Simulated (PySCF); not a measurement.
Input of a response calculation (the driver script's job line, then coordinates in Å):

```
{"job": {"kind": "uv", "xc": "CAM-B3LYP", "basis": "def2-SVPD", "ip": true, "nstates": 10}, "charge": 0, "multiplicity": 1}
Sn     0.564953    -0.905177     2.286223
Cl    -0.077014    -3.144099     2.266060
Cl     1.347269    -0.344788     4.398006
S     -1.384101     0.466223     1.979779
Sn    -2.437743    -0.695684     0.162533
Cl    -3.994786    -2.238765     0.913768
Cl    -3.548752     0.942783    -1.070124
S     -0.951092    -1.932348    -1.264863
Sn    -0.044462    -0.073856    -2.493914
Cl     2.125623    -0.671239    -3.098772
Cl    -1.248225     0.297089    -4.438523
S     -0.004339     2.021412    -1.311846
Sn     1.934511     1.629002     0.055203
Cl     3.849164     2.492857    -0.929026
Cl     1.567540     2.819538     2.021091
S      2.267116    -0.696898     0.590825
```

Output (SCF cycles cut):

```
converged SCF energy = -6130.6247615589

Static polarisability (au): isotropic 339.715, principal 287.818 364.047 367.279

Singlet excitations
state   eV       nm        f      main configurations
  1   4.1569    298.3   0.04302   H->L 0.68, H-2->L+2 0.10
  2   4.1674    297.5   0.03738   H-1->L 0.55, H-2->L 0.09
  3   4.2204    293.8   0.01111   H->L+2 0.27, H-1->L+1 0.21, H-2->L 0.20
  4   4.2955    288.6   0.00010   H->L+2 0.31, H-1->L+1 0.28, H-3->L 0.11
  5   4.3021    288.2   0.00297   H->L+1 0.44, H-1->L+1 0.13, H-2->L+3 0.12
  6   4.3751    283.4   0.00167   H-1->L+2 0.54, H-3->L+3 0.15, H->L+1 0.15
  7   4.3929    282.2   0.00675   H->L+3 0.62, H-3->L+1 0.12, H-2->L+1 0.09
  8   4.4176    280.7   0.00779   H-1->L+3 0.62, H-3->L+2 0.13, H-2->L+2 0.11
  9   5.0296    246.5   0.00073   H-7->L 0.28, H-6->L+1 0.20, H-5->L+2 0.20
 10   5.0883    243.7   0.01014   H-2->L 0.48, H-1->L+1 0.14, H->L+2 0.10

Triplet excitations (Tamm-Dancoff, eV): 3.7119 3.7268 3.7559 3.8116
Vertical ionisation energy (delta-SCF) = 10.0968 eV
Vertical electron affinity (delta-SCF) = 2.4963 eV
```

Method used: TDDFT CAM-B3LYP/def2-SVPD, vertical, gas phase, core orbitals frozen in the response, def2 core potentials past Kr in PySCF. One conformer (not necessarily the lowest) at the PBE0-D3(BJ)/def2-SVP geometry, without solvent, vibrations or thermal averaging. Atoms past krypton carry effective core potentials; spin–orbit coupling is left out.

What is the total energy of state 4 at this geometry?

-6130.62476 + 0.15786 = -6130.46690 hartree.

Give the energy of state 4 in hartree, cm⁻¹ and kJ/mol.

0.15786 hartree, 34646 cm⁻¹, 414.5 kJ/mol.

What is the gap between the lowest singlet and the lowest triplet?

4.1569 − 3.7119 = 0.4450 eV (full response against Tamm–Dancoff).

Give the mean polarisability in Å³.

339.71 au × 0.148185 = 50.34 Å³.

What is the polarisability anisotropy, √(½[(α1 − α2)² + (α2 − α3)² + (α3 − α1)²])?

77.90 au.

H and L stand for HOMO and LUMO.

Hardware: AMD EPYC 7R43, 2 threads, no GPU, on a shared host. Cost: 37 min wall, 82 min CPU (with the writing of density and orbital grids), 4.7 GiB resident at most.
